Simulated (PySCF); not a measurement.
OS₂, SMILES [O-][S+]=S. Atoms are numbered in the order given.

```xyz
3

S     -0.1648    -1.2788     0.0000
S      0.4425     0.5004     0.0000
O     -0.5553     1.5567     0.0000
```
Charge 0, spin multiplicity 1.

Geometry: PBE0-D3(BJ)/def2-TZVP.

Two levels are set side by side: PBE/pcSseg-2 (PySCF) and B3LYP/pcSseg-2 (PySCF). GIAO shifts against H2O (¹⁷O), H2S (³³S) at the same level; non-relativistic, no solvent, atoms listed together averaged. Differences are taken from unrounded values.

| quantity | B3LYP | PBE | PBE minus B3LYP |
|---|---|---|---|
| δ(³³S) of S1 (ppm) | 1433.6 | 1347.8 | -85.8 |
| δ(³³S) of S2 (ppm) | 1350.9 | 1250.1 | -100.8 |
| δ(¹⁷O) of O3 (ppm) | 890.8 | 858.2 | -32.6 |

Rough cost on one machine, each run with all the roots and properties that it gave: B3LYP against PBE within a factor of 2.
